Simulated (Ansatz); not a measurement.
**Question.** Name a neutral molecule of C, F, Ge, N and H with LUMO energy (ωB97M-V/def2-TZVPP) between 0.30 and 0.60 eV and size of the dipole moment (B3LYP/def2-TZVPP) between 2.60 and 2.90 D (Ansatz, PBE0-D4/def2-TZVP geometry).

**Answer.** `C[N](C)[Ge][F]` (0.47 eV, 2.65 D). Other molecules can fit too; these were computed, each in one conformer that needn't be the lowest.

B3LYP here is the variant with VWN-RPA as its local correlation; programs differ in this.
